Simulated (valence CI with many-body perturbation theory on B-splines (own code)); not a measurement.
**E1 line list for Nd XLVII**

Computed by valence CI with perturbative core correlation (CI+MBPT): four valence electrons over a frozen Dirac-Fock core [Ne], radial functions for each j: 11 s, 11 p, 10 d, 8 f, 5 g, 2 h, with the one-electron correlation potential Σ1, the two-electron term Σ2, the three-electron term Σ3, Breit, model QED; selected CI, second order for the rest, scaled by the run's own slope (own B-spline code, finite nucleus).

No measured spectrum was set against this ion. As an estimate, large intervals hold to a few tenths of a per cent, small ones and those within an open d or f shell to about a per cent. Among the levels kept, up to 590 cm⁻¹ of a level comes from second order outside the variational space, and about a tenth of that is noise between levels of different J, which matters for small intervals.

Lines 151 to 200 of 536 in falling wavelength, among levels below 889.14 eV, chosen from the strongest by gf and those to the six lowest levels. Wavelengths and rates use the calculated energies. Electric multipoles are in the length gauge with retardation, E1 and E2 with the static RPA response of the core. Weak lines are less certain than strong ones. Lines between different terms over intervals too small for the method are left out, as are lines whose strength nearly cancels. Where a level lies close to another of its J and parity, the split of strength between their lines is uncertain. The highest levels of a list are the least certain.

Levels are named by their leading jj configuration (3d3/2^4 stands for four electrons in 3d with j = 3/2), which in mixed levels can hold well under half, so a name can repeat and another be missing. Letters in brackets count levels of one name in rising energy.

```
λ vac (Å)                           Upper                           Lower   A (s⁻¹)  S (a.u.) with core polarisation  S without
    55.81      (3s 3p1/2 3d5/2^2) J=3 [a]  (3s 3p1/2 3p3/2 3d5/2) J=3 [a]  8.64e+10                         5.19e-02   5.27e-02
    55.76  (3s 3p1/2 3d3/2 3d5/2) J=2 [d]  (3s 3p1/2 3p3/2 3d3/2) J=2 [d]  3.55e+10                         1.52e-02   1.54e-02
    55.71      (3s 3p3/2^2 3d5/2) J=2 [b]                (3s 3p3/2^3) J=2  3.25e+11                         1.39e-01   1.41e-01
    55.60              (3s^2 3d5/2^2) J=2          (3s^2 3p3/2 3d5/2) J=2  1.32e+11                         5.58e-02   5.67e-02
    55.46          (3s^2 3p3/2 3d5/2) J=3              (3s^2 3p3/2^2) J=2  3.20e+11                         1.89e-01   1.92e-01
    55.35  (3s 3p1/2 3d3/2 3d5/2) J=1 [a]  (3s 3p1/2 3p3/2 3d3/2) J=1 [a]  5.89e+10                         1.48e-02   1.50e-02
    55.33      (3s 3p3/2^2 3d5/2) J=3 [c]                (3s 3p3/2^3) J=2  3.56e+11                         2.08e-01   2.12e-01
    55.10      (3s 3p3/2 3d3/2 3d5/2) J=2             (3p1/2 3p3/2^3) J=2  3.38e+10                         1.40e-02   1.42e-02
    54.80      (3s 3p3/2^2 3d5/2) J=4 [a]          (3s^2 3p3/2 3d5/2) J=3  1.73e+11                         1.26e-01   1.29e-01
    54.47   (3p1/2 3p3/2^2 3d5/2) J=3 [a]  (3s 3p1/2 3p3/2 3d5/2) J=2 [d]  1.13e+11                         6.29e-02   6.40e-02
    54.31  (3s 3p1/2 3d3/2 3d5/2) J=3 [d]  (3s 3p1/2 3p3/2 3d3/2) J=3 [b]  2.61e+10                         1.44e-02   1.47e-02
    54.27      (3s 3p1/2 3d5/2^2) J=2 [b]  (3s 3p1/2 3p3/2 3d5/2) J=3 [a]  4.45e+10                         1.76e-02   1.79e-02
    54.25      (3s 3p3/2^2 3d3/2) J=2 [a]          (3s^2 3p3/2 3d5/2) J=2  6.78e+10                         2.67e-02   2.72e-02
    54.19  (3s 3p1/2 3d3/2 3d5/2) J=3 [b]  (3s 3p1/2 3p3/2 3d3/2) J=3 [a]  4.46e+10                         2.45e-02   2.50e-02
    54.01          (3s^2 3p3/2 3d5/2) J=1              (3s^2 3p3/2^2) J=2  6.74e+10                         1.57e-02   1.60e-02
    53.73  (3s 3p1/2 3p3/2 3d5/2) J=3 [c]      (3s 3p1/2 3p3/2^2) J=2 [a]  1.76e+11                         9.46e-02   9.62e-02
    53.68  (3s 3p1/2 3d3/2 3d5/2) J=4 [c]      (3s 3p1/2 3p3/2 3d3/2) J=4  2.45e+10                         1.69e-02   1.72e-02
    53.63      (3s 3p1/2 3d5/2^2) J=4 [b]      (3s 3p1/2 3p3/2 3d5/2) J=5  3.03e+10                         2.08e-02   2.11e-02
    53.51      (3s 3p1/2 3d5/2^2) J=4 [a]  (3s 3p1/2 3p3/2 3d5/2) J=4 [a]  5.26e+10                         3.58e-02   3.64e-02
    53.47  (3s 3p1/2 3d3/2 3d5/2) J=2 [b]  (3s 3p1/2 3p3/2 3d3/2) J=3 [a]  5.12e+10                         1.93e-02   1.96e-02
    53.35      (3s 3p1/2 3d5/2^2) J=1 [b]  (3s 3p1/2 3p3/2 3d5/2) J=2 [b]  6.03e+10                         1.35e-02   1.38e-02
    53.25      (3s 3p3/2^2 3d5/2) J=1 [b]                (3s 3p3/2^3) J=2  8.49e+10                         1.90e-02   1.93e-02
    53.22      (3s 3p1/2 3d5/2^2) J=3 [b]  (3s 3p1/2 3p3/2 3d5/2) J=2 [a]  4.41e+10                         2.30e-02   2.34e-02
    53.03   (3p1/2 3p3/2^2 3d5/2) J=3 [a]  (3s 3p1/2 3p3/2 3d5/2) J=2 [c]  8.23e+10                         4.24e-02   4.31e-02
    52.88  (3s 3p1/2 3p3/2 3d5/2) J=3 [d]          (3s 3p1/2 3p3/2^2) J=3  6.33e+10                         3.23e-02   3.29e-02
    52.83   (3p1/2 3p3/2^2 3d5/2) J=3 [a]  (3s 3p1/2 3p3/2 3d5/2) J=3 [d]  3.61e+10                         1.84e-02   1.87e-02
    52.45              (3s^2 3d5/2^2) J=2          (3s^2 3p3/2 3d3/2) J=1  4.01e+10                         1.43e-02   1.45e-02
    52.33   (3p1/2 3p3/2^2 3d5/2) J=4 [b]  (3s 3p1/2 3p3/2 3d5/2) J=3 [d]  1.31e+11                         8.34e-02   8.48e-02
    52.09      (3s 3p1/2 3p3/2^2) J=2 [a]          (3s^2 3p1/2 3p3/2) J=2  8.72e+09                         3.04e-03   3.09e-03
    51.94  (3s 3p1/2 3p3/2 3d5/2) J=2 [a]          (3s^2 3p1/2 3d5/2) J=2  9.32e+10                         3.22e-02   3.28e-02
    51.55      (3s 3p3/2^2 3d3/2) J=3 [a]          (3s^2 3p3/2 3d3/2) J=2  1.26e+11                         5.96e-02   6.06e-02
    51.39          (3s 3p3/2^2 3d5/2) J=5          (3s^2 3p3/2 3d5/2) J=4  1.15e+11                         8.46e-02   8.61e-02
    51.33  (3s 3p1/2 3p3/2 3d5/2) J=2 [d]          (3s 3p1/2 3p3/2^2) J=3  5.74e+10                         1.92e-02   1.95e-02
    51.25      (3s 3p3/2^2 3d3/2) J=1 [a]          (3s^2 3p3/2 3d3/2) J=0  1.46e+11                         2.91e-02   2.96e-02
    51.24      (3s 3p3/2^2 3d3/2) J=2 [a]          (3s^2 3p3/2 3d3/2) J=1  1.14e+11                         3.79e-02   3.86e-02
    51.07      (3s 3p3/2^2 3d3/2) J=2 [a]          (3s^2 3p3/2 3d3/2) J=2  4.88e+10                         1.61e-02   1.63e-02
    50.99      (3s 3p3/2^2 3d3/2) J=1 [a]          (3s^2 3p3/2 3d3/2) J=1  1.23e+11                         2.41e-02   2.45e-02
    50.92              (3s^2 3d5/2^2) J=0          (3s^2 3p3/2 3d5/2) J=1  4.82e+11                         3.14e-02   3.19e-02
    50.85   (3p1/2 3p3/2^2 3d5/2) J=4 [a]  (3s 3p1/2 3p3/2 3d5/2) J=3 [c]  2.54e+11                         1.48e-01   1.51e-01
    50.58  (3s 3p1/2 3p3/2 3d5/2) J=3 [a]          (3s^2 3p1/2 3d5/2) J=3  3.11e+10                         1.39e-02   1.42e-02
    50.54      (3s 3p1/2 3p3/2^2) J=2 [a]          (3s^2 3p1/2 3p3/2) J=1  2.04e+11                         6.50e-02   6.61e-02
    50.50   (3p1/2 3p3/2^2 3d5/2) J=1 [a]  (3s 3p1/2 3p3/2 3d5/2) J=2 [c]  1.63e+11                         3.11e-02   3.16e-02
    50.25       (3p1/2 3p3/2^2 3d5/2) J=5  (3s 3p1/2 3p3/2 3d5/2) J=4 [c]  2.23e+11                         1.54e-01   1.56e-01
    49.94   (3p1/2 3p3/2^2 3d3/2) J=1 [a]  (3s 3p1/2 3p3/2 3d3/2) J=1 [c]  1.68e+11                         3.10e-02   3.15e-02
    49.89          (3s 3p1/2 3p3/2^2) J=3          (3s^2 3p1/2 3p3/2) J=2  9.83e+10                         4.22e-02   4.29e-02
    49.86   (3p1/2 3p3/2^2 3d3/2) J=2 [c]  (3s 3p1/2 3p3/2 3d3/2) J=1 [d]  9.72e+10                         2.97e-02   3.02e-02
    49.84   (3p1/2 3p3/2^2 3d3/2) J=1 [b]  (3s 3p1/2 3p3/2 3d3/2) J=1 [d]  8.08e+10                         1.48e-02   1.51e-02
    49.81   (3p1/2 3p3/2^2 3d5/2) J=3 [a]  (3s 3p1/2 3p3/2 3d5/2) J=3 [c]  8.60e+10                         3.67e-02   3.74e-02
    49.61   (3p1/2 3p3/2^2 3d5/2) J=3 [b]  (3s 3p1/2 3p3/2 3d5/2) J=2 [d]  5.36e+10                         2.26e-02   2.30e-02
    49.61   (3p1/2 3p3/2^2 3d5/2) J=4 [b]  (3s 3p1/2 3p3/2 3d5/2) J=4 [c]  9.10e+10                         4.93e-02   5.02e-02
```
